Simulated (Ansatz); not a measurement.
C2H5FSi2, SMILES C#C[Si@@H](F)[SiH3].

Coordinates come from a ωB97X-D3(BJ)/def2-SVP optimisation. The structure was generated by enumeration; whether it is a known compound was not checked.

Two levels are set side by side: PBE/def2-SVPD (Ansatz, a quantum-chemistry and plane-wave program) and CAM-B3LYP/def2-SVPD (Ansatz). Energy differences of separate SCF runs at the same geometry; the states with an electron removed or added have multiplicity 2 and 2. Differences are taken from unrounded values.

```csv
quantity,CAM-B3LYP
vertical ionisation energy (eV),10.24
vertical singlet–triplet gap (eV),5.00
```

### Question
What does PBE give, and how far is it from CAM-B3LYP? (Estimate from the structure and the level; the computed values follow.)

### Answer

```json
[
 {"quantity": "vertical ionisation energy (eV)", "PBE": "9.71", "PBE minus CAM-B3LYP": "-0.53"},
 {"quantity": "vertical singlet–triplet gap (eV)", "PBE": "4.69", "PBE minus CAM-B3LYP": "-0.30"}
]
```
